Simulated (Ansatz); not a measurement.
Reaction (ligand exchange at the In–N bond): `C[NH][InH][CH3]` + HCl → `[CH3][InH][Cl]` + CH₃NH₂

Program: Ansatz. Geometries: PBE0-D4/def2-TZVP. ΔE: electronic, gas phase. CCSD(T)/CBS adds triple-zeta CCSD(T) − MP2 to the extrapolated MP2 energy (def2 sets, frozen cores). This one scheme is used for every species. Functionals use def2-TZVPP. B3LYP here is the variant with VWN-RPA as its local correlation; programs differ in this. Elements past krypton have def2 core potentials. For In outer-core shells are correlated without core-valence functions, which leaves a few kJ/mol of doubt a bond. One conformer a species, not always the lowest.

| level | ΔE (kJ/mol) | difference from CCSD(T)/CBS |
| --- | --- | --- |
| PBE-D4 | -115.8 | -1.2 |
| BLYP-D4 | -114.4 | 0.2 |
| B3LYP-D4 | -121.4 | -6.8 |
| ωB97M-V | -122.1 | -7.5 |
| PBE-QIDH | -123.8 | -9.2 |
| B3LYP | -125.9 | -11.3 |
| CAM-B3LYP | -122.8 | -8.2 |
| LC-ωPBE | -121.4 | -6.8 |
| MP2/CBS(def2) | -114.8 | -0.2 |
| CCSD/CBS(def2) | -119.0 | -4.4 |
| CCSD(T)/CBS | -114.6 | 0 |

Largest T1 diagnostic among the species: 0.015.

From BLYP to BHLYP (50 % exact exchange), in def2-TZVPP and without D4, ΔE moves by −13.9 kJ/mol. In def2-TZVPP, CCSD(T) changes the Hartree–Fock value by +36.5 kJ/mol (the triples alone add +4.5 kJ/mol) and MP2 by +36.3 kJ/mol. The D4 term adds +4.4 kJ/mol with B3LYP and +2.5 kJ/mol with PBE0; it sums over pairs of atoms, weighted by their polarisabilities, and B3LYP, whose exchange is more repulsive, gets the larger term.
